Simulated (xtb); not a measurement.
xtb input (GFN1-xTB):

```bash
xtb mol.xyz --gfn 1 --opt tight --chrg 0 --uhf 0
```
mol.xyz:
```
10

F     -1.80537450    -1.26737164     0.18433281
C     -0.70303524    -0.51860568     0.07300039
C     -0.83437275     0.86813706     0.01451946
N      0.24414809     1.62940031    -0.09580131
C      1.42611875     1.00949840    -0.14601652
C      1.52422660    -0.37213514    -0.08552505
N      0.43952253    -1.14561407     0.02580985
H     -1.80754911     1.34165226     0.05765699
H      2.30883328     1.63037846    -0.23620272
H      2.48376784    -0.87355749    -0.12637912
```

End of the output:

```
   6 C    7 N           4     1.3262343     1.3337653     1.3124933
   6 C    9 F           1     1.3281121     1.3281121     1.3281121

optimized geometry written to: xtbopt.xyz

           -------------------------------------------------
          | TOTAL ENERGY              -21.558336792803 Eh   |
          | GRADIENT NORM               0.000242480269 Eh/α |
          | HOMO-LUMO GAP               2.989281437942 eV   |
           -------------------------------------------------

------------------------------------------------------------------------
------------------------------------------------------------------------
 total:
 SCF:
 ANC optimizer:
```
